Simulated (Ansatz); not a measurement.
Al8P8H22⁻, a nanocrystal cut from wurtzite AlP (hydrogen-capped). Total charge -1; doublet. Geometry r2SCAN-D4/def2-SVP, that of the neutral singlet.

```xyz
38

Al   -0.042   -3.833   -2.488
P     2.131   -3.400   -1.402
P    -1.086   -1.729   -1.878
Al   -1.407   -1.520    0.487
Al    2.617   -1.332   -0.250
P     0.830   -1.142    1.335
P    -2.546    0.533    0.964
Al   -3.029    0.798    3.328
Al    1.180    0.895    2.548
P    -0.686    0.964    4.082
Al    0.001    0.088   -2.973
P     2.065    0.395   -1.798
P    -1.330    1.990   -2.268
Al   -1.571    2.524    0.088
Al    2.325    2.655   -0.918
P     0.687    2.530    0.884
H    -0.710   -5.042   -1.697
H     0.251   -3.856   -4.054
H     2.438   -4.452   -0.498
H     3.183   -3.613   -2.333
H    -2.397   -1.786   -2.434
H    -2.079   -2.793    1.155
H     4.077   -1.294    0.367
H     1.064   -2.180    2.282
H    -3.818    0.416    0.333
H    -3.607   -0.554    3.937
H    -3.673    2.231    3.589
H     2.585    1.019    3.273
H    -0.429   -0.014    5.080
H    -0.522    2.126    4.883
H     0.118    0.001   -4.552
H     3.052    0.296   -2.820
H    -2.639    1.796   -2.786
H    -0.965    3.149   -3.002
H    -2.380    3.871    0.309
H     3.786    2.834   -0.311
H     1.723    3.648   -2.019
H     0.803    3.780    1.557
```

Single mean-field runs in def2-TZVP are fitted with def2-universal-jkfit. At PBE-D4/def2-TZVP, PBE0-D4/def2-TZVP the highest occupied level of the charge -1 doublet lies above zero (up to 0.65 eV). By energy differences its removal costs 0.92 eV (vertical, to the charge 0 singlet, at PBE-D4/def2-TZVP); self-interaction error and the lack of diffuse functions both raise the level. At PBE-D4/def2-TZVP the gap within one spin of the charge -1 doublet nearly closes, so an electron or hole may be smeared out by delocalisation error.

Estimate the α-spin orbital energies around the gap (eV) in Ansatz with PBE-D4/def2-TZVP, PBE0-D4/def2-TZVP.


```tsv
orbital	PBE-D4/def2-TZVP	PBE0-D4/def2-TZVP
HOMO−5	-3.80	-4.85
HOMO−4	-3.67	-4.69
HOMO−3	-3.65	-4.62
HOMO−2	-3.51	-4.50
HOMO−1	-3.35	-4.34
HOMO	0.65	0.39
LUMO	0.70	1.43
LUMO+1	1.00	1.78
LUMO+2	1.02	1.79
LUMO+3	1.19	1.93
LUMO+4	1.21	1.98
LUMO+5	1.41	2.16
β HOMO	-3.33	-4.31
β LUMO	0.77	1.46
```
